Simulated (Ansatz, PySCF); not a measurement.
Gas-phase reaction in SMILES: CCC(C)CC -> [CH2]C(CC)CC + H atom (the C-H bond at the site shown breaks; other sites are not compared here)
Structures are relaxed separately at B3LYP-D3(BJ)/def2-TZVP in Ansatz (a program for electronic structure), one conformer each, not searched for the lowest.
Geometry of the first species:
```xyz
20

C      2.5388     0.0853    -0.5139
C      1.1010     0.4969    -0.8210
C      0.0332    -0.1998     0.0331
C      0.1805     0.1423     1.5166
C     -1.3673     0.1411    -0.4938
C     -2.5061    -0.6419     0.1547
H      2.8412     0.3744     0.4936
H      3.2360     0.5543    -1.2106
H      2.6624    -0.9974    -0.5997
H      0.9961     1.5813    -0.7011
H      0.8905     0.2870    -1.8741
H      0.1742    -1.2830    -0.0808
H      1.1646    -0.1313     1.8975
H     -0.5578    -0.3796     2.1258
H      0.0468     1.2165     1.6763
H     -1.3829    -0.0407    -1.5728
H     -1.5406     1.2156    -0.3649
H     -2.3419    -1.7188     0.0635
H     -2.6093    -0.4113     1.2159
H     -3.4600    -0.4109    -0.3231
```

Quantity: bond dissociation energy (0 K, with B3LYP-D3(BJ) harmonic zero-point energies from PySCF), in kcal/mol. Valence correlation only, unless marked. UHF or UKS for open shells. No spin-orbit coupling. No relativistic terms. CBS marks a two-point X^-3 extrapolation of the correlation energy; Hartree-Fock from the larger set. The bracket is a focal-point correction in the basis named.

```
level                                                     program  bond dissociation energy (kcal/mol)
-------------------------------------------------  --------------  -----------------------------------
PBE-D4/def2-TZVPD                                  Ansatz + dftd4                                 95.5
BLYP/def2-TZVPD                                            Ansatz                                 94.7
LC-wPBE-D3(BJ)/def2-TZVPD                          Ansatz + dftd3                                    ?
B2PLYP-D3(BJ)/def2-TZVPD                           Ansatz + dftd3                                    ?
CCSD/cc-pVTZ                                               Ansatz                                 97.6
RI-MP2/CBS(cc-pVTZ,cc-pVQZ)+[CCSD(T)-MP2]/cc-pVTZ          Ansatz                                    ?
```

### Question
What belongs in the gaps?

### Answer

- LC-wPBE-D3(BJ)/def2-TZVPD, bond dissociation energy (kcal/mol): 95.4
- B2PLYP-D3(BJ)/def2-TZVPD, bond dissociation energy (kcal/mol): 97.0
- RI-MP2/CBS(cc-pVTZ,cc-pVQZ)+[CCSD(T)-MP2]/cc-pVTZ, bond dissociation energy (kcal/mol): 100.1
